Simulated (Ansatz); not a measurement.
Spectroscopic constants of GaH, closed-shell singlet (the spin of the measured ground state). No spin–orbit coupling. Ga is treated without relativity.

D_e counts from the fitted minimum to each atom's lowest state at the same level, without counterpoise. The singlet is restricted.

Correlated levels freeze the inner cores; with def2 sets outer-core shells near the valence are correlated too. CBS(a, b) extrapolates the correlation energy as X⁻³ and adds the Hartree–Fock energy of set b.

Programs: Ansatz (Gaussian basis) for Hartree–Fock, density functionals and correlated methods. 

The comparison value is 3.039 eV (CCSD(T)/CBS(def2-TZVPP, def2-QZVPP)). It is a level with limits of its own, not the exact answer.

Order these levels by how close they come to the comparison value for the bond energy D_e, closest first: BHLYP/def2-TZVPP, wB97M-V/def2-TZVPP, CAM-B3LYP/def2-TZVPP, SVWN5/def2-TZVPP, r2SCAN/def2-TZVPP. Give each level's value less the comparison value.

wB97M-V/def2-TZVPP (-0.041 eV), CAM-B3LYP/def2-TZVPP (-0.049 eV), BHLYP/def2-TZVPP (-0.111 eV), r2SCAN/def2-TZVPP (-0.120 eV), SVWN5/def2-TZVPP (0.249 eV)

Ansatz is an electronic-structure program.
